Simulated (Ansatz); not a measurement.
The same molecule with X = F, Cl, Br, I. Ansatz, PBE0-D4/def2-TZVP geometries, multiplicity 1. Each molecule was computed in one conformer, which needn't be the lowest.

Elements past krypton have def2 core potentials. Scalar relativity is left out up to krypton.

```csv
X,molecule,mean X–Si bond length / Å,HOMO–LUMO gap (B3LYP/def2-TZVPP) / eV,HOMO energy (PBE/def2-TZVPP) / eV,HOMO energy (PBE0/def2-TZVPP) / eV
Cl,`CO[SiH](Cl)OC`,2.060,8.96,-6.98,-8.58
Br,`CO[SiH](Br)OC`,2.230,8.68,-7.00,-8.41
I,`CO[SiH](I)OC`,2.459,7.30,-6.47,-7.63
```

**Question.** Give the row for X = F, `CO[SiH](F)OC`. (An estimate is asked.)

**Answer.** The calculation gave: 
| X | molecule | mean X–Si bond length / Å | HOMO–LUMO gap (B3LYP/def2-TZVPP) / eV | HOMO energy (PBE/def2-TZVPP) / eV | HOMO energy (PBE0/def2-TZVPP) / eV |
| --- | --- | --- | --- | --- | --- |
| F | `CO[SiH](F)OC` | 1.597 | 9.18 | -6.96 | -8.58 |

From F to I the mean X–Si bond length rises at each step, by 0.862 Å in all; the HOMO–LUMO gap (B3LYP/def2-TZVPP) falls at each step, by 1.88 eV in all; the HOMO energy (PBE/def2-TZVPP) isn't monotonic: highest at I, lowest at Br; the HOMO energy (PBE0/def2-TZVPP) isn't monotonic: highest at I, lowest at F. Bonds lengthen as the atom grows down the group.

B3LYP here is the variant with VWN-RPA as its local correlation; programs differ in this.

Spin–orbit coupling is left out; it splits and shifts lone-pair levels of the heavy atoms by tenths of an eV.
